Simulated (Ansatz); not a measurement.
Program: Ansatz. Geometries: PBE0-D4/def2-TZVP. ΔE: electronic, gas phase. CCSD(T)/CBS is the MP2 limit (def2-TZVPP, def2-QZVPP) plus CCSD(T) − MP2 in def2-TZVPP, frozen cores. For Br, Ga outer-core shells are correlated without core-valence functions, which leaves a few kJ/mol of doubt a bond. Scalar relativity is left out up to krypton. Each species was taken in one conformer, which may not be the lowest.

Consider the ligand exchange at a Ga–Br bond: `[Cl][Ga]([Cl])[Br]` + `CNC` → `C[N](C)[Ga]([Cl])[Cl]` + HBr.

| species | CCSD(T)/CBS(def2) energy (Eh) |
| --- | --- |
| `[Cl][Ga]([Cl])[Br]` | -5416.98025 |
| `CNC` | -135.00321 |
| `C[N](C)[Ga]([Cl])[Cl]` | -2978.03927 |
| HBr | -2573.91920 |

(1) Work out ΔE.

(2) What do rigid-rotor, harmonic-oscillator terms from PBE0-D4/def2-TZVP frequencies (298.15 K, 1 bar) make of the CCSD(T)/CBS value? (Best estimate.)

Largest T1 diagnostic among the species: 0.012.

## Answers

(1) ΔE = (-2978.03927) + (-2573.91920) − (-5416.98025) − (-135.00321) = 0.02499 Eh = +15.7 kcal/mol.

(2) The calculation gave: ΔZPE = -3.2 kcal/mol, ΔH = +13.2 kcal/mol, ΔS = -22 J/(mol·K), ΔG = +14.8 kcal/mol.

From PBE to PBE0 (25 % exact exchange), in def2-TZVPP and without D4, ΔE moves by +1.2 kcal/mol. The D4 term adds −2.3 kcal/mol with B3LYP and −1.3 kcal/mol with PBE0; it sums over pairs of atoms, weighted by their polarisabilities, and B3LYP, whose exchange is more repulsive, gets the larger term. Leaving LDA and LC-ωPBE aside and taking each functional with its dispersion term where it has one, the values, not all of them listed here, spread over 3.1 kcal/mol, from BLYP-D4 to BHLYP-D4. LDA lies −4.3 kcal/mol from PBE without D4.

B3LYP here is the variant with VWN-RPA as its local correlation; programs differ in this.
